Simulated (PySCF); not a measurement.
Vertical excitations of a molecule C4H5NO from TDA-PBE/def2-SVPD in PySCF, as energy in eV (oscillator strength): 4.06 (0.004), 4.15 (0.077), 5.36 (0.015), 6.12 (0.006), 6.13 (0.000), 6.33 (0.001), 6.39 (0.016), 6.67 (0.002), 6.75 (0.000), 6.89 (0.016). Lowest triplet (TDA): 2.59 eV. Coordinates come from a B3LYP-D3(BJ)/def2-SVP optimisation. A frequency run showed that this geometry is not a minimum. One conformer was computed; it need not be the lowest.

Q: Identify the compound among the candidates.
A. Nc1ccco1
B. C1=COCN=C1
C. C1=COC=NC1
D. C=C/N=C\C=O

A: B, C1=COCN=C1
